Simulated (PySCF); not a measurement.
H3NSi (SMILES N[SiH]), singlet, geometry from GFN2-xTB. Base run: PySCF with DF-R2SCAN/cc-pVDZ.

Input for PySCF:
```python
from pyscf import gto, scf, dft

mol = gto.M(
    atom='''
Si   -0.255455    0.388379    0.504108
H    -0.602094    1.471446   -0.464436
N     0.414163   -0.686043   -0.649758
H     0.491473   -0.520457   -1.643751
H     0.787852   -1.585999   -0.401019
''',
    basis='cc-pvdz',
    charge=0,
    spin=0,
    verbose=4,
    max_memory=1800,
)

mf = dft.RKS(mol)
mf.xc = 'r2scan'
mf = mf.density_fit(auxbasis='def2-universal-jkfit')
mf.kernel()
```

The job was repeated with other settings on one machine. Differences are taken from the largest basis of the cc-pVXZ family in the series, which isn't the basis-set limit (cc-pV5Z: -5.430 eV). The cheapest run took around 6 core-seconds (rough).

```
setting  basis functions  cost, times the cheapest (rough)  difference in HOMO energy (eV)
-------  ---------------  --------------------------------  ------------------------------
cc-pVDZ               47                                 1                           0.156
cc-pVTZ              106                                 2                           0.057
cc-pVQZ              204                                 5                           0.018
cc-pV5Z              351                                10                       reference
```

Times come from a shared machine, hold the start-up and are rough.
